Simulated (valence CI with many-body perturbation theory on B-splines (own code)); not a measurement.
The numbers below are computed, except where a source is named.
Ladder of approximations for Sm²⁹⁺

Level of theory: valence CI with perturbative core correlation (CI+MBPT): five valence electrons over a frozen Dirac-Fock core [Ar] 3d10, radial functions for each j: 9 s, 9 p, 8 d, 6 f, 3 g, 1 h, with the one-electron correlation potential Σ1 (screened to all orders), the two-electron term Σ2, the three-electron term Σ3, Breit, model QED; selected single and double excitations, second order for the rest (own B-spline code, finite nucleus).

No measured spectrum was set against this ion. As an estimate, large intervals hold to a few tenths of a per cent, small ones and those within an open d or f shell to about a per cent. Among the levels kept, up to 260 cm⁻¹ of a level comes from second order outside the variational space, and about a tenth of that is noise between levels of different J, which matters for small intervals.

Each rung adds one term. CI alone is the Dirac-Coulomb CI over the frozen core; QED comes last and gives the full result, which names the levels. Energies are above (4s^2 4p1/2^2 4p3/2) J=3/2 on the same rung, in cm⁻¹.

Levels are named by their leading jj configuration (3d3/2^4 stands for four electrons in 3d with j = 3/2), which in mixed levels can hold well under half, so a name can repeat and another be missing. Letters in brackets count levels of one name in rising energy.

| Level | CI alone | + Σ1 | + Σ2 | + Σ3 | + Breit | Full |
| --- | --- | --- | --- | --- | --- | --- |
| (4s^2 4p1/2 4p3/2^2) J=3/2 | 256472 | 257727 | 258961 | 259097 | 255656 | 256096 |
| (4s^2 4p1/2 4p3/2^2) J=5/2 | 290530 | 291809 | 292567 | 292595 | 288874 | 289315 |
| (4s^2 4p1/2 4p3/2^2) J=1/2 | 333161 | 334458 | 334488 | 334351 | 330903 | 331330 |
| (4s^2 4p3/2^3) J=3/2 | 594672 | 597236 | 598649 | 598634 | 591565 | 592418 |
| (4s 4p1/2^2 4p3/2^2) J=5/2 | 800463 | 801252 | 803303 | 803733 | 803112 | 799290 |
| (4s 4p1/2^2 4p3/2^2) J=3/2 | 869405 | 869415 | 869528 | 869906 | 868722 | 866378 |
| (4s 4p1/2^2 4p3/2^2) J=1/2 | 900765 | 901703 | 901346 | 901514 | 900898 | 897003 |
| (4s^2 4p1/2^2 4d3/2) J=3/2 | 949743 | 949735 | 947382 | 947543 | 946018 | 943949 |
| (4s^2 4p1/2^2 4d5/2) J=5/2 | 1013370 | 1012990 | 1010250 | 1010470 | 1006970 | 1006420 |
| (4s 4p1/2 4p3/2^3) J=3/2 [a] | 1082460 | 1084290 | 1086830 | 1087290 | 1083290 | 1080180 |
| (4s 4p1/2 4p3/2^3) J=5/2 | 1122970 | 1124660 | 1126610 | 1127020 | 1122440 | 1119740 |
| (4s^2 4p1/2 4p3/2 4d3/2) J=3/2 [a] | 1145500 | 1146230 | 1147130 | 1147620 | 1142500 | 1141490 |
| (4s^2 4p1/2 4p3/2 4d3/2) J=1/2 [a] | 1146560 | 1147360 | 1147920 | 1148380 | 1143560 | 1142340 |
| (4s^2 4p1/2 4p3/2 4d3/2) J=5/2 | 1167720 | 1168190 | 1168660 | 1169100 | 1163540 | 1163080 |
| (4s^2 4p1/2 4p3/2 4d3/2) J=7/2 | 1192460 | 1192800 | 1193070 | 1193430 | 1187510 | 1187300 |
| (4s 4p1/2 4p3/2^3) J=1/2 | 1214250 | 1215640 | 1213510 | 1213750 | 1209010 | 1207010 |
| (4s^2 4p1/2 4p3/2 4d5/2) J=7/2 [a] | 1222850 | 1223590 | 1223890 | 1224380 | 1217420 | 1217360 |
| (4s 4p1/2 4p3/2^3) J=3/2 [b] | 1240920 | 1242330 | 1238690 | 1238880 | 1233950 | 1231930 |
| (4s^2 4p1/2 4p3/2 4d5/2) J=9/2 | 1258670 | 1259460 | 1259440 | 1259780 | 1252390 | 1252330 |

Question: How does the ionisation energy move along the ladder, and which term matters most?

Answer: CI alone 1103.3, + Σ1 1104.7, + Σ2 1104.8, + Σ3 1104.5, + Breit 1103.9, + QED 1103.9 eV. The largest step is Σ1, 1.4 eV. NIST lists 1103 ± 4 eV (theoretical).
